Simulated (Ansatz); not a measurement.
`[Cl][Ge]([Cl])([Cl])[Br]` + HCl → `[Cl][Ge]([Cl])([Cl])[Cl]` + HBr at 298.15 K and 1 bar (ligand exchange at a Ge–Br bond).

Computed with Ansatz on PBE0-D4/def2-TZVP structures; ΔE is electronic, products minus reactants. CCSD(T)/CBS is the MP2 limit (def2-TZVPP, def2-QZVPP) plus CCSD(T) − MP2 in def2-TZVPP, frozen cores. This one scheme is used for every species. For Br, Ge outer-core shells are correlated without core-valence functions, which leaves a few kJ/mol of doubt a bond. Scalar relativity is left out up to krypton.

```tsv
species	CCSD(T)/CBS energy (Eh)	H − E (kJ/mol)	S (J/(mol·K))
`[Cl][Ge]([Cl])([Cl])[Br]`	-6028.93261	35.8	372.2
HCl	-460.38127	26.6	186.8
`[Cl][Ge]([Cl])([Cl])[Cl]`	-3915.39126	36.4	348.9
HBr	-2573.91920	24.6	198.6
```

H − E and S are ideal-gas, rigid-rotor, harmonic terms from PBE0-D4/def2-TZVP. 1 Eh = 2625.50 kJ/mol, R = 8.31446 J/(mol·K).

**Question.** By hand: ΔE, ΔH, ΔS and ΔG.

**Answer.** ΔE = (-3915.39126) + (-2573.91920) − (-6028.93261) − (-460.38127) = 0.00342 Eh = 9.0 kJ/mol. Δ(H − E) = 36.4 + 24.6 − 35.8 − 26.6 = -1.4, so ΔH = 7.6 kJ/mol. ΔS = 348.9 + 198.6 − 372.2 − 186.8 = -11.5 J/(mol·K). ΔG = 7.6 − 298.15 × (-11.5)/1000 = 11.0 kJ/mol.

**Question.** By hand: the equilibrium constant, and the temperature at which ΔG would vanish if ΔH and ΔS stayed fixed.

**Answer.** log₁₀ K = −ΔG/(RT ln 10) = -1.9. ΔH and −TΔS have one sign here, so there is no such temperature.

TΔS isn't small against ΔH here. A doubt of 5 kJ/mol in ΔE shifts log₁₀ K by 0.9 here. These are equilibria of isolated gas molecules and say nothing of rates. Largest T1 diagnostic: 0.009 (customary marks: 0.02 for closed shells, 0.045 for open ones).
